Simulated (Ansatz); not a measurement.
Basis sets compared for cis-NiH2(PH3)2 (NiP₂H₈). The state is a singlet with charge 0. Geometry PBE0-D4/def2-SVP. Ansatz on 2 threads of Arm Neoverse V1 on a shared host; times are rough, and most runs start from earlier orbitals.

```xyz
11

Ni    0.010   -0.143   -0.811
P     0.661   -1.548    0.640
P    -0.671    1.670    0.056
H    -0.282    0.391   -2.140
H     0.334   -1.097   -1.871
H     0.668   -1.375    2.059
H     1.998   -2.025    0.547
H     0.038   -2.827    0.653
H    -2.000    2.088   -0.235
H    -0.035    2.877   -0.346
H    -0.721    1.990    1.449
```

The restricted singlet is unstable towards broken spin symmetry in Hartree–Fock (as tested in another run); at PBE-D4/def2-SVP, PBE0-D4/def2-SVP, PBE0-D4/def2-TZVP this wasn't settled. No other spin state of charge 0 was run.

Binding counts from free atoms (Ni triplet, P quartet, H doublet) in the same basis, without a counterpoise term.

```json
{"level": "PBE-D4/def2-SVP", "functions": "107", "energy (Eh)": "-2194.8403", "HOMO (eV)": "-4.02", "LUMO (eV)": "-0.97", "binding per atom (eV)": "2.69", "wall time": "2.1 s"}
{"level": "PBE0-D4/def2-SVP", "functions": "107", "energy (Eh)": "-2194.8753", "HOMO (eV)": "-5.58", "LUMO (eV)": "-0.09", "binding per atom (eV)": "2.53", "wall time": "2.7 s"}
```

Question: Estimate the rows for PBE-D4/def2-TZVP (with forces), PBE0-D4/def2-TZVP.

Answer: 
```json
{"level": "PBE-D4/def2-TZVP (with forces)", "functions": "167", "energy (Eh)": "-2195.3263", "HOMO (eV)": "-4.50", "LUMO (eV)": "-1.48", "binding per atom (eV)": "2.68", "wall time": "4.1 s"}
{"level": "PBE0-D4/def2-TZVP", "functions": "167", "energy (Eh)": "-2195.3500", "HOMO (eV)": "-6.10", "LUMO (eV)": "-0.63", "binding per atom (eV)": "2.55", "wall time": "4.8 s"}
```
